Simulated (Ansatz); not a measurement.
The cluster V3⁻. Charge -1, multiplicity 1. Geometry PBE0-D4/def2-TZVPD.

```tsv
atom	x (Å)	y (Å)	z (Å)
V1	0.157	-0.083	1.905
V2	1.081	-1.130	-1.069
V3	-1.238	1.213	-0.835
```

At PBE-D4/def2-TZVPD, r2SCAN-D4/def2-TZVPD, r2SCANh-D4/def2-TZVPD the highest occupied level of the charge -1 singlet lies above zero (up to 0.48 eV). The electron is either unbound and held by the finite basis, or the level is raised by self-interaction error. At PBE-D4/def2-TZVPD an occupied level of the charge -1 singlet lies above an empty one (by up to 0.05 eV), so this SCF solution is probably not the lowest. This restricted singlet of an open-shell metal (gap down to -0.05 eV) wasn't tested against broken symmetry. No other spin state of charge -1 was run. The geometry of the singlet was relaxed on an unsound state (restricted singlet whose occupied levels cross empty ones at other levels, untested at these). Another isomer (triplet) lies 8.12 eV lower at PBE0-D4/def2-TZVPD; other spin states weren't run for this one.

Task: Estimate the orbital energies around the gap (eV) in Ansatz with PBE-D4/def2-TZVPD, r2SCAN-D4/def2-TZVPD, r2SCANh-D4/def2-TZVPD, PBE0-D4/def2-TZVPD, CAM-B3LYP-D4/def2-TZVPD.

Result: 
```
orbital  PBE-D4/def2-TZVPD  r2SCAN-D4/def2-TZVPD  r2SCANh-D4/def2-TZVPD  PBE0-D4/def2-TZVPD  CAM-B3LYP-D4/def2-TZVPD
 HOMO−9             -37.60                -38.80                 -39.66              -40.22                   -41.18
 HOMO−8             -37.47                -38.77                 -39.62              -40.15                   -41.15
 HOMO−7              -1.44                 -1.70                  -1.95               -2.14                    -3.06
 HOMO−6              -0.14                 -0.26                  -0.52               -0.85                    -2.11
 HOMO−5              -0.14                 -0.18                  -0.38               -0.74                    -1.98
 HOMO−4               0.09                  0.00                  -0.25               -0.67                    -1.90
 HOMO−3               0.19                  0.12                  -0.18               -0.62                    -1.84
 HOMO−2               0.38                  0.21                  -0.16               -0.59                    -1.75
 HOMO−1               0.42                  0.31                  -0.08               -0.51                    -1.53
   HOMO               0.48                  0.32                   0.09               -0.08                    -0.66
   LUMO               0.43                  0.47                   0.63                0.98                     1.74
 LUMO+1               0.46                  0.61                   1.47                2.01                     2.77
 LUMO+2               0.65                  0.79                   1.57                2.10                     2.89
 LUMO+3               0.66                  0.89                   1.69                2.34                     3.14
 LUMO+4               0.67                  1.00                   1.82                2.35                     3.22
 LUMO+5               0.73                  1.07                   1.90                2.62                     3.52
```
